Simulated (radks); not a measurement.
The numbers below are computed, except where a source is named.
Pm II, 60 electrons, occupied as [Xe] 4f6 (not the ground configuration).

Code: a radial shooting solver on a logarithmic mesh with Libxc functionals. Model: Dirac Kohn-Sham, BLYP, spin-unpolarised, spherical densities, point nucleus; open shells are shared between the two j in proportion to 2j + 1.

Energy parts (Ry):
part                       energy
total                 -20055.2134
kinetic                21689.2844
electron-nucleus      -49067.6041
Hartree                 7784.3148
exchange-correlation    -461.2085

Orbitals (lengths in bohr, moments of r in powers of bohr):
orbital	occ.	eigenvalue (Ry)	<r^2>
1s1/2	2	-3306.523	0.0007315
2s1/2	2	-537.3621	0.01150
2p1/2	2	-508.8807	0.008388
2p3/2	4	-467.6843	0.009635
3s1/2	2	-117.1381	0.07746
3p1/2	2	-104.9307	0.07255
3p3/2	4	-96.64739	0.07983
3d3/2	4	-75.43383	0.06447
3d5/2	6	-73.63823	0.06652
4s1/2	2	-23.27404	0.3975
4p1/2	2	-18.63404	0.4218
4p3/2	4	-16.82829	0.4624
4d3/2	4	-9.20350	0.5441
4d5/2	6	-8.88356	0.5606
5s1/2	2	-3.21661	2.401
5p1/2	2	-2.00550	3.160
5p3/2	4	-1.77760	3.565
4f5/2	2.57143	-0.25085	2.530
4f7/2	3.42857	-0.22034	3.000

The highest occupied level is 4f7/2 at -2.998 eV. The density falls to 0.001 e/bohr^3 at r = 3.97 bohr. Summed over all electrons, <r^2> = 52.56 bohr^2, which gives a Langevin (diamagnetic) susceptibility term of -41.6 x 10^-6 cm^3/mol.
